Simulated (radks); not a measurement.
Q: Method: non-relativistic Kohn-Sham, LDA (Slater exchange, Perdew-Wang correlation), spin-unpolarised, spherical densities, point nucleus; computed with a radial shooting solver on a logarithmic mesh with Libxc functionals. Response by self-consistent Sternheimer equations with the Hartree and adiabatic LDA kernel. Estimate the static dipole polarisabilities of In3+ ([Kr] 4d10) and I7+ ([Kr] 4d10) and the C6 coefficients of the three pairs.

A: alpha = 3.369 and 1.029 bohr^3; C6 = 14.73 (In3+-In3+), 6.169 (In3+-I7+), 2.824 (I7+-I7+) hartree bohr^6.
